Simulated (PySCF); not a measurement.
CH$_{4}$BeOS (SMILES C[S][Be][OH]), singlet, geometry from GFN2-xTB (such geometries of metal compounds can be far from the true shape). Base run: B3LYP/6-31G (PySCF).

PySCF was given this input:
```python
from pyscf import gto, scf, dft, solvent

mol = gto.Mole()
mol.atom = '''
    Be   -0.68539902    0.52469684    0.72285633
    O    -1.72087644    1.31786263    1.13457334
    H    -2.43122540    1.85943895    1.43512233
    S     0.77570092   -0.60211577    0.16503451
    C     0.72326911   -0.54048604   -1.66634484
    H    -0.22858899   -0.91534920   -2.02677321
    H     1.52807703   -1.18371755   -2.00861892
    H     0.88951540    0.47470796   -2.01022549
'''
mol.basis = '6-31g'
mol.verbose = 4
mol.build()

mf = dft.RKS(mol)
mf.xc = 'b3lyp'
mf.kernel()
```

Each row names what was changed in the base input (with any setting that the change needs).

```
change                                                       ΔE vs base (kcal/mol)  dipole (D)  HOMO-LUMO gap (eV)
-----------------------------------------------------------  ---------------------  ----------  ------------------
base                                                                         0.000        3.06                6.57
model = IEF-PCM; solvent = acetonitrile; lebedev_order = 11                  -7.51        3.85                6.91
model = ddCOSMO; solvent = acetonitrile                                      -8.75        3.89                6.99
model = IEF-PCM; solvent = tetrahydrofuran                                   -6.49        3.73                6.87
model = IEF-PCM; solvent = acetonitrile; vdw_scale = 1.1                    -11.04        4.04                7.05
model = IEF-PCM; solvent = acetonitrile; vdw_scale = 1.4                     -4.26        3.62                6.78
model = SS(V)PE; solvent = acetonitrile                                      -7.75        3.86                6.93
model = IEF-PCM; solvent = acetonitrile; vdw_scale = 1.0                    -16.01        4.23                7.19
model = IEF-PCM; solvent = water                                             -8.01        3.89                6.94
model = IEF-PCM; solvent = acetonitrile                                      -7.81        3.87                6.93
model = C-PCM; solvent = acetonitrile                                        -7.93        3.88                6.94
model = IEF-PCM; solvent = n-hexane                                          -2.83        3.34                6.70
```

The base is the gas phase, so ΔE is the electrostatic part of solvation at a fixed geometry, without cavity and dispersion terms.
